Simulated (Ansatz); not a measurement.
The cluster Nb2O2. The state is a singlet with charge 0. Geometry PBE0-D4/def2-TZVP.

```xyz
4

Nb   -0.320    0.718   -1.202
Nb   -0.109    1.113    0.901
O     0.285   -0.784    0.849
O     0.145   -1.046   -0.548
```

In the def2 sets Nb takes a core potential; there is no spin–orbit coupling. B3LYP takes the VWN-RPA correlation. The structure holds 1 bond(s) between oxygen atoms. The restricted singlet is unstable towards broken spin symmetry in Hartree–Fock (as tested in another run); at PBE-D4/def2-TZVP, revPBE-D4/def2-TZVP, r2SCAN-D4/def2-TZVP, B3LYP-D4/def2-TZVP and others this wasn't settled. No other spin state of charge 0 was run. Another isomer (quintet) lies 3.79 eV lower at PBE0-D4/def2-TZVP; other spin states weren't run for this one.

(1) Estimate the orbital energies around the gap (eV) in Ansatz with PBE-D4/def2-TZVP, revPBE-D4/def2-TZVP, r2SCAN-D4/def2-TZVP, B3LYP-D4/def2-TZVP, PBE0-D4/def2-TZVP.

Answers

(1) 
```tsv
orbital	PBE-D4/def2-TZVP	revPBE-D4/def2-TZVP	r2SCAN-D4/def2-TZVP	B3LYP-D4/def2-TZVP	PBE0-D4/def2-TZVP
HOMO−5	-6.68	-6.58	-6.84	-7.78	-7.98
HOMO−4	-6.07	-5.95	-6.17	-7.11	-7.29
HOMO−3	-5.13	-5.06	-5.27	-6.01	-6.19
HOMO−2	-4.91	-4.83	-5.02	-5.72	-5.89
HOMO−1	-4.56	-4.49	-4.73	-5.32	-5.50
HOMO	-4.34	-4.25	-4.38	-4.99	-5.04
LUMO	-3.34	-3.22	-3.12	-2.60	-2.32
LUMO+1	-2.69	-2.58	-2.54	-2.40	-2.16
LUMO+2	-2.57	-2.44	-2.38	-2.11	-1.82
LUMO+3	-2.08	-1.95	-1.79	-1.35	-1.06
LUMO+4	-1.81	-1.70	-1.53	-1.20	-0.91
LUMO+5	-1.51	-1.42	-1.37	-1.03	-0.77
```
